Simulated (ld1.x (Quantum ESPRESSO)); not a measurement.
Reading a pseudo-wave (Al)

Columns: radius, all-electron u(r) and pseudo u(r) of the 3s shell (level -7.69 eV) of aluminium in the configuration [Ne] 3s2 3p1; PBEsol, non-relativistic, TM scheme, ld1.x (Quantum ESPRESSO) 7.5.

| r (bohr) | all-electron | pseudo |
| --- | --- | --- |
| 0.118 | 0.0896 | 0.0295 |
| 0.235 | -0.1430 | 0.0590 |
| 0.353 | -0.2771 | 0.0892 |
| 0.470 | -0.2871 | 0.1200 |
| 0.588 | -0.2162 | 0.1525 |
| 0.705 | -0.1050 | 0.1875 |
| 0.822 | 0.0206 | 0.2266 |
| 0.940 | 0.1458 | 0.2723 |
| 1.058 | 0.2608 | 0.3259 |
| 1.175 | 0.3607 | 0.3866 |
| 1.292 | 0.4450 | 0.4516 |
| 1.410 | 0.5146 | 0.5153 |
| 1.528 | 0.5698 | 0.5698 |
| 1.645 | 0.6116 | 0.6116 |
| 1.763 | 0.6417 | 0.6417 |
| 1.880 | 0.6609 | 0.6609 |
| 1.998 | 0.6710 | 0.6710 |
| 2.115 | 0.6731 | 0.6731 |
| 2.232 | 0.6685 | 0.6685 |
| 2.350 | 0.6584 | 0.6584 |
| 2.468 | 0.6438 | 0.6438 |
| 2.585 | 0.6258 | 0.6258 |
| 2.702 | 0.6050 | 0.6050 |
| 2.820 | 0.5820 | 0.5820 |
| 2.938 | 0.5575 | 0.5575 |
| 3.055 | 0.5323 | 0.5323 |

Q: How many radial nodes do the two functions have?

A: The all-electron 3s function has n − l − 1 = 2; the pseudo-wave has 0, since the states of the same l below it are removed with the core.

Q: At about which radius was the pseudo-wave matched?

A: 1.60 bohr, where the columns begin to agree (steps of 0.12 bohr).

Q: Is the pseudo-wave norm-conserving?

A: Yes: the TM scheme keeps the norm inside the radius equal to the all-electron one, which fixes the energy derivative of the logarithmic derivative at the level.
